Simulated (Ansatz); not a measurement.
Stepwise reaction of `[SiH3]Cl` with hydrogen sulfide, as a gas-phase model of exchange steps in deposition or etching. ΔE in kJ/mol; ΔG adds harmonic PBE0-D4 terms to CCSD(T)/CBS, at 1 bar.

Calculated with Ansatz (gas phase, PBE0-D4/def2-TZVP geometries, no zero-point term in ΔE). CCSD(T)/CBS adds triple-zeta CCSD(T) − MP2 to the extrapolated MP2 energy (def2 sets, frozen cores). This one scheme is used for every species. Functionals use def2-TZVPP. B3LYP here is the variant with VWN-RPA as its local correlation; programs differ in this. One conformer a species, not always the lowest.

```csv
step,reaction,PBE-D4,B3LYP-D4,ωB97M-V,CCSD(T)/CBS,ΔG(600 K)
1,`[SiH3]Cl` + H₂S → `S[SiH2]Cl` + H₂,-48.5,-40.6,-41.2,-42.3,-36.2
```

Problem. Give the row of step 2, `S[SiH2]Cl` + H₂S → `S[SiH](S)Cl` + H₂. (An estimate is asked.)

Solution. Ansatz gave: 
```
step                                reaction  PBE-D4  B3LYP-D4  ωB97M-V  CCSD(T)/CBS  ΔG(600 K)
   2  `S[SiH2]Cl` + H₂S → `S[SiH](S)Cl` + H₂   -47.2     -39.8    -39.6        -41.1      -30.1
```

Problem. By hand: ΔE of the 2 steps together at CCSD(T)/CBS.

Solution. (-42.3) + (-41.1) = -83.4 kJ/mol, or -41.7 kJ/mol a step.

In ΔE the steps differ by no more than 1.2 kJ/mol. All are downhill at CCSD(T)/CBS. ΔG lies between -36.2 and -30.1 kJ/mol a step. PBE-D4 differs from CCSD(T)/CBS by -6.2 to -6.1 kJ/mol a step. Isolated molecules leave out the surface, adducts and barriers. Largest T1 diagnostic: 0.011.
